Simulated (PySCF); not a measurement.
## Electron correlation in Ne⁺ (neon, charge +1)

[He] 2s1 2p6, 2S determinant (an excited configuration). All numbers are calculated (PySCF 2.14, the spin-free X2C one-electron Hamiltonian (Gaussian nucleus), in aug-cc-pCVTZ-DK). Frozen: nothing; 9 electrons correlated.

```
  level  correlation energy (mhartree)
   CCSD                        -371.83
    (T)                         -10.16
CCSD(T)                        -381.99
```

Diagnostics: T1 = 0.0062, D1 = 0.0205, largest double amplitude 0.057.

Cost of the coupled-cluster step: about 10 core-seconds, for 9 correlated electrons.

Iterations:

```
CC2 = 0
CCSD nocc = (np.int64(5), np.int64(4)), nmo = (59, 59)
frozen orbitals [[], []]
max_cycle = 100
direct = 0
conv_tol = 1e-08
conv_tol_normt = 1e-06
diis_space = 8
diis_start_cycle = 0
Init t2, MP2 energy = -0.344610736870214
Init E_corr(UCCSD) = -0.344610736870276
cycle = 1  E_corr(UCCSD) = -0.358043642865915  dE = -0.013432906  norm(t1,t2) = 0.0507612
cycle = 2  E_corr(UCCSD) = -0.36536740633737  dE = -0.00732376347  norm(t1,t2) = 0.027149
cycle = 3  E_corr(UCCSD) = -0.371642369097793  dE = -0.00627496276  norm(t1,t2) = 0.0161925
cycle = 4  E_corr(UCCSD) = -0.371845540530036  dE = -0.000203171432  norm(t1,t2) = 0.00483816
cycle = 5  E_corr(UCCSD) = -0.371716218875482  dE = 0.000129321655  norm(t1,t2) = 0.00263679
cycle = 6  E_corr(UCCSD) = -0.371821671692355  dE = -0.000105452817  norm(t1,t2) = 0.000900362
cycle = 7  E_corr(UCCSD) = -0.371830061282361  dE = -8.38959001e-06  norm(t1,t2) = 0.000158899
cycle = 8  E_corr(UCCSD) = -0.371824785417097  dE = 5.27586526e-06  norm(t1,t2) = 5.4943e-05
cycle = 9  E_corr(UCCSD) = -0.371827311490148  dE = -2.52607305e-06  norm(t1,t2) = 1.00285e-05
cycle = 10  E_corr(UCCSD) = -0.371826817605256  dE = 4.93884892e-07  norm(t1,t2) = 2.34722e-06
cycle = 11  E_corr(UCCSD) = -0.371826869255892  dE = -5.16506357e-08  norm(t1,t2) = 1.25552e-06
cycle = 12  E_corr(UCCSD) = -0.371826788794269  dE = 8.04616224e-08  norm(t1,t2) = 1.40483e-06
cycle = 13  E_corr(UCCSD) = -0.371826794878094  dE = -6.08382461e-09  norm(t1,t2) = 1.41836e-07
UCCSD converged
E(UCCSD) = -127.2261861118147  E_corr = -0.3718267948780939
UCCSD(T) correction = -0.0101641834548026
```
